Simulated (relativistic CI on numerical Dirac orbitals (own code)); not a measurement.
## Crystal-field levels of Er³⁺, 4f11

Calculated by Dirac-Coulomb-Breit CI, orbitals from a KLI potential per configuration, model QED (radiative potential, 1s self-energy scaled to tabulated hydrogen-like ionisation energies), valence Slater integrals scaled by 0.85, one configuration in a parametric crystal field (own radial code).

Field parameters in Wybourne normalisation. The field is a parameter set, without covalency.

S and J are read from ⟨S²⟩ = S(S + 1) and ⟨J²⟩ = J(J + 1) of each level; they are not fictitious spins.

C2v, B20 = -270, B22 = -230, B40 = 340, B42 = 340, B44 = -250, B60 = -720, B62 = 330, B64 = -120, B66 = 630 cm⁻¹, the lowest 10 levels:

| E (cm⁻¹) | Degeneracy | S | J |
| --- | --- | --- | --- |
| 0.0 | 2 | 1.48 | 7.50 |
| 84.3 | 2 | 1.48 | 7.50 |
| 122 | 2 | 1.48 | 7.50 |
| 259 | 2 | 1.48 | 7.50 |
| 288 | 2 | 1.48 | 7.50 |
| 352 | 2 | 1.48 | 7.50 |
| 421 | 2 | 1.48 | 7.50 |
| 488 | 2 | 1.48 | 7.50 |
| 6586 | 2 | 1.49 | 6.50 |
| 6606 | 2 | 1.49 | 6.50 |

Principal g values of the ground doublet: 0.17, 0.33, 14.95.

C2v, B20 = 710, B22 = 50, B40 = 580, B42 = -510, B44 = 740, B60 = 130, B62 = -100, B64 = 110, B66 = -130 cm⁻¹, the lowest 10 levels:

| E (cm⁻¹) | Degeneracy | S | J |
| --- | --- | --- | --- |
| 0.0 | 2 | 1.48 | 7.50 |
| 15.8 | 2 | 1.48 | 7.50 |
| 71.6 | 2 | 1.48 | 7.50 |
| 131 | 2 | 1.48 | 7.50 |
| 144 | 2 | 1.48 | 7.50 |
| 196 | 2 | 1.48 | 7.50 |
| 215 | 2 | 1.48 | 7.50 |
| 335 | 2 | 1.48 | 7.50 |
| 6474 | 2 | 1.49 | 6.50 |
| 6485 | 2 | 1.49 | 6.50 |

Principal g values of the ground doublet: 0.23, 1.54, 10.55.

D3h, B20 = 410, B40 = 110, B60 = 240, B66 = 550 cm⁻¹, the lowest 10 levels:

```json
{"E (cm⁻¹)": "0.0", "Degeneracy": "2", "S": "1.48", "J": "7.50"}
{"E (cm⁻¹)": "15.7", "Degeneracy": "2", "S": "1.48", "J": "7.50"}
{"E (cm⁻¹)": "24.9", "Degeneracy": "2", "S": "1.48", "J": "7.50"}
{"E (cm⁻¹)": "119", "Degeneracy": "2", "S": "1.48", "J": "7.50"}
{"E (cm⁻¹)": "203", "Degeneracy": "2", "S": "1.48", "J": "7.50"}
{"E (cm⁻¹)": "216", "Degeneracy": "2", "S": "1.48", "J": "7.50"}
{"E (cm⁻¹)": "250", "Degeneracy": "2", "S": "1.48", "J": "7.50"}
{"E (cm⁻¹)": "260", "Degeneracy": "2", "S": "1.48", "J": "7.50"}
{"E (cm⁻¹)": "6518", "Degeneracy": "2", "S": "1.49", "J": "6.50"}
{"E (cm⁻¹)": "6520", "Degeneracy": "2", "S": "1.49", "J": "6.50"}
```

Principal g values of the ground doublet: 0.70, 8.17, 8.17.

The next free-ion level lies 6433 cm⁻¹ above the lowest; the field splits the ground level into components whose J stays near 15/2 as long as their spread is small against that gap.

Levels of this model without a field, named by their leading LS term: 4I°_15/2 0, 4I°_13/2 6433, 4I°_11/2 10019, 4I°_9/2 12303, 4F°_9/2 16238, 2H°_11/2 19591, 4S°_3/2 20122, 4F°_7/2 22037 cm⁻¹.
